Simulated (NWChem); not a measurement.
System: GeHOCl, singlet; SMILES [OH][Ge][Cl]

Here is an NWChem input.

```
start job
memory heap 200 mb stack 900 mb global 1100 mb
geometry units angstroms noautoz
  Ge     0.375283     0.522250     0.000000
  Cl    -0.123630    -1.612776     0.000000
  O     -1.304197     1.121611     0.000000
  H     -1.350247     2.086615     0.000000
end
basis spherical
  Ge library def2-svp
  Cl library def2-svp
  O library def2-svp
  H library def2-svp
end
dft
  xc r2scan0
  iterations 150
  mulliken
end
task dft energy
```

Excerpt of the output:

```
             Northwest Computational Chemistry Package (NWChem) 7.3.0
             --------------------------------------------------------

 CS  symmetry detected

                             Geometry "geometry" -> ""
                             -------------------------

 Output coordinates in angstroms (scale by  1.889725989 to convert to a.u.)

  No.       Tag          Charge          X              Y              Z
 ---- ---------------- ---------- -------------- -------------- --------------
    1 Ge                  32.0000     0.43293012     0.49511654     0.00000000
    2 Cl                  17.0000    -0.17209685    -1.61229718     0.00000000
    3 O                    8.0000    -1.21448547     1.17769148     0.00000000
    4 H                    1.0000    -1.21223376     2.14379098     0.00000000

 Effective nuclear repulsion energy (a.u.)     245.3891902261

      Symmetry information
      --------------------

 Group name             Cs
 Group number              2
 Group order               2
 No. of unique centers     4

                                 NWChem DFT Module
                                 -----------------

 Summary of "ao basis" -> "ao basis" (spherical)
 ------------------------------------------------------------------------------
       Tag                 Description            Shells   Functions and Types
 ---------------- ------------------------------  ------  ---------------------
 Ge                         def2-svp                12       32   5s4p3d
 Cl                         def2-svp                 8       18   4s3p1d
 O                          def2-svp                 6       14   3s2p1d
 H                          def2-svp                 3        5   2s1p

      Symmetry analysis of basis
      --------------------------

        a'         49
        a"         20

            General Information
            -------------------
          SCF calculation type: DFT
          Wavefunction type:  closed shell.
          No. of atoms     :     4
          No. of electrons :    58
           Alpha electrons :    29
            Beta electrons :    29
          Charge           :     0
          Spin multiplicity:     1
          Use of symmetry is: on ; symmetry adaption is: on
          Maximum number of iterations: 150
          AO basis - number of functions:    69
                     number of shells:    29
          Convergence on energy requested:  1.00D-06
          Convergence on density requested:  1.00D-05
          Convergence on gradient requested:  5.00D-04

              XC Information
              --------------
                     r^2SCAN0 Method XC Functional
                     Hartree-Fock (Exact) Exchange  0.250
               r^2SCAN metaGGA Exchange Functional  0.750
                     r^2SCAN Correlation Potential  1.000

             Grid Information
             ----------------
          Grid used for XC integration:  medium
          Radial quadrature: Mura-Knowles
          Angular quadrature: Lebedev.
          Tag              B.-S. Rad. Rad. Pts. Rad. Cut. Ang. Pts.
          ---              ---------- --------- --------- ---------
          Ge                  1.25      112           8.0       590
          Cl                  1.00       88          10.0       590
          O                   0.60       49           8.0       434
          H                   0.35       45          10.0       434
          Grid pruning is: on
          Number of quadrature shells:   294
          Spatial weights used:  Erf1

      Superposition of Atomic Density Guess
      -------------------------------------

 Sum of atomic energies:       -2609.55744244

      Non-variational initial energy
      ------------------------------

 Total energy =   -2609.898317
 1-e energy   =   -4122.898513
 2-e energy   =    1267.611005
 HOMO         =      -0.290355
 LUMO         =      -0.030836

      Symmetry analysis of molecular orbitals - initial
      -------------------------------------------------

  Numbering of irreducible representations:

     1 a'          2 a"

  Orbital symmetries:

     1 a'          2 a'          3 a'          4 a'          5 a'
     6 a"          7 a'          8 a'          9 a'         10 a'
    11 a"         12 a'         13 a'         14 a'         15 a"
    16 a'         17 a'         18 a'         19 a"         20 a"
    21 a'         22 a'         23 a'         24 a'         25 a'
    26 a"         27 a"         28 a'         29 a'         30 a"
    31 a'         32 a'         33 a'         34 a'         35 a'
    36 a"         37 a'         38 a"         39 a'

     ---------------------------------------------
      Total Density - Mulliken Population Analysis
     ---------------------------------------------

    Atom       Charge   Shell Charges
 -----------   ------   -------------------------------------------------------
    1 Ge  32    30.92   2.00  2.00  2.00  1.32  0.57  6.00  5.98  0.54  0.41  8.15  1.80  0.16
    2 Cl  17    17.54   2.00  1.99  1.23  0.72  5.94  2.19  3.45  0.01
    3 O    8     8.88   1.99  1.12  0.66  3.09  2.01  0.00
    4 H    1     0.66   0.53  0.08  0.06

   convergence    iter        energy       DeltaE   RMS-Dens  Diis-err
 ---------------- ----- ----------------- --------- --------- ---------
 d= 0,ls=0.0,diis     1  -2612.4336565673 -2.86D+03  2.04D-02  6.40D-01
 d= 0,ls=0.0,diis     2  -2612.2765057712  1.57D-01  1.19D-02  2.13D+00
 d= 0,ls=0.0,diis     3  -2612.5144164378 -2.38D-01  2.78D-03  3.65D-02
 d= 0,ls=0.0,diis     4  -2612.5176786401 -3.26D-03  1.21D-03  6.51D-03
 d= 0,ls=0.0,diis     5  -2612.5186540994 -9.75D-04  1.81D-04  3.81D-04
  Resetting Diis
 d= 0,ls=0.0,diis     6  -2612.5186838532 -2.98D-05  3.19D-05  1.64D-05
 d= 0,ls=0.0,diis     7  -2612.5186848411 -9.88D-07  9.07D-06  1.80D-07

         Total DFT energy =    -2612.518684841133
      One electron energy =    -4123.767478114650
           Coulomb energy =     1382.079349677372
    Exchange-Corr. energy =     -116.219746629965
 Nuclear repulsion energy =      245.389190226109

 Numeric. integr. density =       57.999998215361

                  Occupations of the irreducible representations
                  ----------------------------------------------

                     irrep           alpha         beta
                     --------     --------     --------
                     a'               22.0         22.0
                     a"                7.0          7.0

                       DFT Final Molecular Orbital Analysis
                       ------------------------------------

 Vector   27  Occ=2.000000D+00  E=-3.346287D-01  Symmetry=a"
              MO Center= -3.3D-01, -1.1D+00,  4.1D-15, r^2= 2.3D+00
   Bfn.  Coefficient  Atom+Function         Bfn.  Coefficient  Atom+Function
  ----- ------------  ---------------      ----- ------------  ---------------
    45      0.587964  2 Cl pz                42      0.421879  2 Cl pz
    56     -0.269086  3 O  pz                39      0.247287  2 Cl pz
    59     -0.213410  3 O  pz                29     -0.056111  1 Ge d -1
    17      0.046547  1 Ge pz                19      0.039208  1 Ge d -1
    14      0.036817  1 Ge pz

 Vector   28  Occ=2.000000D+00  E=-3.341257D-01  Symmetry=a'
              MO Center= -1.2D-01, -1.4D+00,  7.6D-16, r^2= 1.7D+00
   Bfn.  Coefficient  Atom+Function         Bfn.  Coefficient  Atom+Function
  ----- ------------  ---------------      ----- ------------  ---------------
    43      0.529588  2 Cl px                40      0.388868  2 Cl px
    44     -0.313200  2 Cl py                37      0.226839  2 Cl px
    41     -0.226904  2 Cl py                38     -0.132431  2 Cl py
    15      0.103291  1 Ge px                12      0.099948  1 Ge px
    53      0.096604  3 O  s                 55     -0.091170  3 O  py

 Vector   29  Occ=2.000000D+00  E=-2.875881D-01  Symmetry=a'
              MO Center=  2.3D-01,  1.8D-01,  2.7D-15, r^2= 3.4D+00
   Bfn.  Coefficient  Atom+Function         Bfn.  Coefficient  Atom+Function
  ----- ------------  ---------------      ----- ------------  ---------------
     4      0.448461  1 Ge s                  5      0.343014  1 Ge s
    43     -0.310709  2 Cl px                54     -0.309631  3 O  px
     3     -0.268339  1 Ge s                 57     -0.255203  3 O  px
    12      0.249686  1 Ge px                44     -0.247661  2 Cl py
    40     -0.212592  2 Cl px                41     -0.169682  2 Cl py

 Vector   30  Occ=0.000000D+00  E=-8.028176D-02  Symmetry=a"
              MO Center=  3.6D-01,  4.3D-01,  2.0D-13, r^2= 2.9D+00
   Bfn.  Coefficient  Atom+Function         Bfn.  Coefficient  Atom+Function
  ----- ------------  ---------------      ----- ------------  ---------------
    17      0.644297  1 Ge pz                14      0.482731  1 Ge pz
    11     -0.256105  1 Ge pz                45     -0.255889  2 Cl pz
    56     -0.226482  3 O  pz                59     -0.225025  3 O  pz
    42     -0.142694  2 Cl pz                 8      0.082602  1 Ge pz
    39     -0.082517  2 Cl pz                31     -0.038083  1 Ge d  1

 Vector   31  Occ=0.000000D+00  E= 1.190129D-02  Symmetry=a'
              MO Center=  4.5D-01,  6.5D-01,  3.1D-14, r^2= 3.7D+00
   Bfn.  Coefficient  Atom+Function         Bfn.  Coefficient  Atom+Function
  ----- ------------  ---------------      ----- ------------  ---------------
    16      0.892965  1 Ge py                13      0.369906  1 Ge py
    36      0.362072  2 Cl s                 44      0.357959  2 Cl py
    53     -0.339302  3 O  s                  4     -0.273721  1 Ge s
    15     -0.254414  1 Ge px                43      0.247040  2 Cl px
    10     -0.199465  1 Ge py                57     -0.178276  3 O  px

 Vector   32  Occ=0.000000D+00  E= 5.168613D-02  Symmetry=a'
              MO Center= -5.3D-02,  6.0D-01,  2.9D-14, r^2= 4.3D+00
   Bfn.  Coefficient  Atom+Function         Bfn.  Coefficient  Atom+Function
  ----- ------------  ---------------      ----- ------------  ---------------
    15      0.748701  1 Ge px                53      0.664801  3 O  s
    66     -0.493439  4 H  s                  4     -0.438444  1 Ge s
    44      0.418173  2 Cl py                16      0.298238  1 Ge py
    36      0.288149  2 Cl s                 12      0.284909  1 Ge px
     3      0.205752  1 Ge s                 13      0.192778  1 Ge py

     ---------------------------------------------
      Total Density - Mulliken Population Analysis
     ---------------------------------------------

    Atom       Charge   Shell Charges
 -----------   ------   -------------------------------------------------------
    1 Ge  32    31.44   2.00  2.00  2.00  1.44  0.41  6.00  5.98  0.88  0.54  8.11  1.80  0.27
    2 Cl  17    17.31   2.00  1.99  1.23  0.74  5.93  2.11  3.29  0.01
    3 O    8     8.46   1.99  1.08  0.69  2.83  1.86  0.01
    4 H    1     0.79   0.67  0.05  0.07

     -------------------------------------------
      Total Density - Lowdin Population Analysis
     -------------------------------------------

    Atom       Charge   Shell Charges
 -----------   ------   -------------------------------------------------------
    1 Ge  32    31.79   2.00  2.00  1.96  1.10  0.66  5.99  5.80  1.06  0.83  7.82  2.03  0.53
    2 Cl  17    17.07   2.00  1.96  1.04  0.81  5.82  2.24  3.18  0.02
    3 O    8     8.22   1.97  0.90  0.62  2.67  2.04  0.01
    4 H    1     0.92   0.55  0.18  0.19

     Multipole analysis of the density
     ---------------------------------

     L   x y z        total         alpha         beta         nuclear
     -   - - -        -----         -----         ----         -------
     0   0 0 0     -0.000000    -29.000000    -29.000000     58.000000

     1   1 0 0      0.455097      0.227549      0.227549      0.000000
     1   0 1 0      1.206176      0.603088      0.603088     -0.000000
     1   0 0 1     -0.000000     -0.000000     -0.000000      0.000000

     2   2 0 0    -27.929391    -49.265589    -49.265589     70.601786
     2   1 1 0     -1.043015      3.879562      3.879562     -8.802138
     2   1 0 1     -0.000000     -0.000000     -0.000000      0.000000
     2   0 2 0    -23.730991   -132.795173   -132.795173    241.859354
     2   0 1 1     -0.000000     -0.000000     -0.000000      0.000000
     2   0 0 2    -24.716695    -12.358347    -12.358347      0.000000
```

Level: r2SCAN0/def2-SVP. Low-valent species are run as closed-shell singlets; no triplet was tried in these runs. Geometry: optimised at PBE0/def2-SVP.
